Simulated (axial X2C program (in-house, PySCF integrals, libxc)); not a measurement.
**TiS⁺ at several levels of theory**

Computed with an in-house all-electron X2C program for linear molecules (integrals from PySCF). Spin-free means the one-electron spin-free X2C Hamiltonian; two-component (2c) means X2C with spin–orbit coupling and atomic mean-field two-electron Coulomb and Gaunt terms, so the difference of the two also holds small scalar two-electron terms. Basis: Ti dyall-cv3z [10s10p6d4f2g], S dyall-av3z [9s8p3d2f] (cores contracted in-house); Gaussian nuclei, density fitting, unrestricted open shells. Masses: Ti 47.948 u, S 31.972 u.

Input file and command:
```json
{"zs": [22, 16], "q": 1, "bas": ["dyall-cv3z", "dyall-av3z"], "levels": ["PBE0", "HF", "LDA"], "cc": true, "r0": 2.11, "thr": -1.0, "nmax": 90, "npts": 10, "nst": 2, "ntry": 6}
```
```bash
python so2c.py task.json out
```

Keys: zs atomic numbers; q charge; bas basis sets; levels methods; cc coupled cluster on or off; r0 starting distance in Å; thr threshold in hartree for freezing inner shells (an s shell follows its p shell); nmax most natural virtual spinors; npts points on the curve; nst determinants followed; ntry starts of the search. HF also brings MP2.

State, spin-free: M_S = 1/2, Λ = 2 (beyond evenly filled blocks: δ+α); electrons by block: σα: 10, σβ: 10, π+α: 4, π+β: 4, π-α: 4, π-β: 4, δ+α: 1. Fragments: Ti+ + S.

State, 2c: Ω = 3/2 (⟨Sz⟩ = -0.50, ⟨Lz⟩ = 2.00 at PBE0); electrons by block: 1/2: 14, -1/2: 14, 3/2: 5, -3/2: 4. Fragments: Ti+ + S.

```json
{"Hamiltonian": "spin-free", "level": "PBE0", "Re (Å)": "2.023", "ωe (cm⁻¹)": "623.1", "αe (cm⁻¹)": "0.00119", "De (eV)": "4.18", "D0 (eV)": "4.14", "μ (D)": "-6.90"}
{"Hamiltonian": "spin-free", "level": "HF", "Re (Å)": "2.306", "ωe (cm⁻¹)": "415.8", "αe (cm⁻¹)": "0.000616", "De (eV)": "1.31", "D0 (eV)": "1.28", "μ (D)": "-8.85"}
{"Hamiltonian": "spin-free", "level": "LDA", "Re (Å)": "2.018", "ωe (cm⁻¹)": "626.7", "αe (cm⁻¹)": "0.000868", "De (eV)": "6.00", "D0 (eV)": "5.96", "μ (D)": "-6.12"}
{"Hamiltonian": "2c", "level": "PBE0", "Re (Å)": "2.023", "ωe (cm⁻¹)": "623.2", "αe (cm⁻¹)": "0.00118", "De (eV)": "n/a", "D0 (eV)": "n/a", "μ (D)": "-6.89"}
{"Hamiltonian": "2c", "level": "HF", "Re (Å)": "2.306", "ωe (cm⁻¹)": "415.7", "αe (cm⁻¹)": "0.000614", "De (eV)": "n/a", "D0 (eV)": "n/a", "μ (D)": "-8.85"}
{"Hamiltonian": "2c", "level": "LDA", "Re (Å)": "2.019", "ωe (cm⁻¹)": "626.4", "αe (cm⁻¹)": "0.000868", "De (eV)": "n/a", "D0 (eV)": "n/a", "μ (D)": "-6.12"}
```

Dipoles are positive if S is the positive end and refer to the centre of mass.

One determinant describes the state; a PBE0 search over occupations chose it and may have missed a lower one. Dissociation energies refer to the lowest single-determinant-based atoms at the same level and basis. De is not given where an atomic determinant may have missed its ground term or J level, or where the truncated virtual space spoils (T). Density functionals use the spin component along the axis (collinear). Without a current term, density functionals place determinants with orbital angular momentum somewhat too high. At some level and bond length an empty orbital lies below a filled one. The determinant is spin-polarised beyond a pure state at some levels (its spin-free form has ⟨S²⟩ too high), which makes Re and μ there less reliable.

No reliable constants came from CCSD (2c), CCSD (spin-free), CCSD(T) (2c), CCSD(T) (spin-free), MP2 (2c), MP2 (spin-free): no minimum in range, unconverged points, a curve that is not smooth, a change of character along it, or the two Hamiltonians disagreeing along it.

Rough cost a point (2c) on 1 thread(s) of a shared host, integrals apart: PBE0 0.7 s, HF 0.8 s, LDA 0.4 s.

The whole task took 2.5 min on 1 thread of Arm Neoverse V1 (shared host).
